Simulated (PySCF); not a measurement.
# Correlation energy of S⁺ (sulfur, charge +1)

[Ne] 3s2 3p3, high-spin 4S determinant. Computed with PySCF 2.14 in x2c-QZVPPall (9s6p4d2f1g, 70 functions), with scalar relativity by spin-free X2C-1e. Frozen: [Ne]; 5 electrons correlated.

MP2 pair energies summed by pair of shells (mhartree):

```json
{"pair": "3s-3p", "energy": "-64.30", "share (%)": "66.3"}
{"pair": "3p-3p", "energy": "-21.44", "share (%)": "22.1"}
{"pair": "3s-3s", "energy": "-11.27", "share (%)": "11.6"}
```

Total MP2 correlation energy: -97.01 mhartree.

Same-spin part -25.59 and opposite-spin part -71.42 mhartree; SCS-MP2 scales them by 1/3 and 6/5 to -94.23 mhartree.
